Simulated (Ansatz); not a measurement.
The first iterations of a band of AlClH4N2 + H2 (10 atoms, charge 0, multiplicity 1).

Theory: Ansatz, RKS PBE/6-31G*.

| Property | Result |
| --- | --- |
| movable images | 7 |
| climbing image | yes |
| spring | 5.0 eV/Å² |
| optimiser | quadratic models (default) |
| start path | through a guess of the saddle point |
| force threshold | 0.2 eV/Å |
| iteration limit | 60 |
| end points | relaxed |

First end point:

```xyz
10
Properties=species:S:1:pos:R:3
Al 0.393 -0.423 -0.368
Cl 0.803 0.537 -2.222
N 1.537 -0.171 0.973
N -1.051 -1.462 -0.269
H -1.026 2.543 -0.538
H -1.407 2.681 0.097
H 2.363 0.420 0.901
H 1.448 -0.558 1.910
H -1.696 -1.601 -1.044
H -1.364 -1.966 0.559
```

Last end point:

```xyz
10
Properties=species:S:1:pos:R:3
Al -0.129 -0.116 0.340
Cl 0.109 2.746 -2.870
N 1.367 -0.190 1.313
N -1.229 -1.503 0.102
H -0.154 2.078 -1.765
H -0.515 1.285 -0.349
H 1.995 0.604 1.429
H 1.738 -1.009 1.794
H -2.076 -1.450 -0.463
H -1.105 -2.445 0.469
```

| iteration | highest image above the first end (eV) | largest band force component (eV/Å) |
| --- | --- | --- |
| 1 | 2.170 | 2.352 |
| 2 | 1.814 | 1.114 |
| 3 | 1.741 | 1.668 |

Task: Does the band converge within its limit, and where does its top end?

Result: It converged. It ended after 10 iterations with the highest image 1.639 eV above the first end. The threshold of 0.2 eV/Å is loose, so the images may lie well off the minimum-energy path. The order of the stationary point at the top wasn't checked. The orbitals stay closed-shell, which can raise the energy where a bond breaks towards radicals; this wasn't checked here.

Run time: 110 s on 2 threads of Arm Neoverse V1, on a shared host, peak memory 0.14 GiB.
